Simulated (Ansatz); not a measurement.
`C[S][GeH]` + HCl → `[Cl][GeH]` + CH₃SH at 600 K and 1 bar (ligand exchange at a Ge–S bond).

Isolated molecules relaxed with PBE0-D4/def2-TZVP in Ansatz; ΔE leaves out vibrations. CBS: MP2 limit from def2 TZ/QZ plus the TZ coupled-cluster correction, frozen cores. This one scheme is used for every species. For Ge outer-core shells are correlated without core-valence functions, which leaves a few kJ/mol of doubt a bond. Scalar relativity is left out up to krypton.

```csv
species,CCSD(T)/CBS energy (Eh),H − E (kJ/mol),S (J/(mol·K))
`C[S][GeH]`,-2514.34332,162.4,370.8
HCl,-460.38127,35.4,207.2
`[Cl][GeH]`,-2536.49422,43.2,296.6
CH₃SH,-438.22835,152.3,296.8
```

H − E and S are ideal-gas, rigid-rotor, harmonic terms from PBE0-D4/def2-TZVP. 1 Eh = 2625.50 kJ/mol, R = 8.31446 J/(mol·K).

Q: By hand: ΔE, ΔH, ΔS and ΔG.

A: ΔE = (-2536.49422) + (-438.22835) − (-2514.34332) − (-460.38127) = 0.00202 Eh = 5.3 kJ/mol. Δ(H − E) = 43.2 + 152.3 − 162.4 − 35.4 = -2.3, so ΔH = 3.0 kJ/mol. ΔS = 296.6 + 296.8 − 370.8 − 207.2 = 15.4 J/(mol·K). ΔG = 3.0 − 600 × (15.4)/1000 = -6.2 kJ/mol.

Q: By hand: the equilibrium constant, and the temperature at which ΔG would vanish if ΔH and ΔS stayed fixed.

A: log₁₀ K = −ΔG/(RT ln 10) = 0.5. ΔG = 0 at ΔH/ΔS = 195 K, though so small a ΔH makes that figure unsure.

TΔS isn't small against ΔH here. A doubt of 5 kJ/mol in ΔE shifts log₁₀ K by 0.4 here. These are equilibria of isolated gas molecules and say nothing of rates. Largest T1 diagnostic: 0.015 (customary marks: 0.02 for closed shells, 0.045 for open ones).
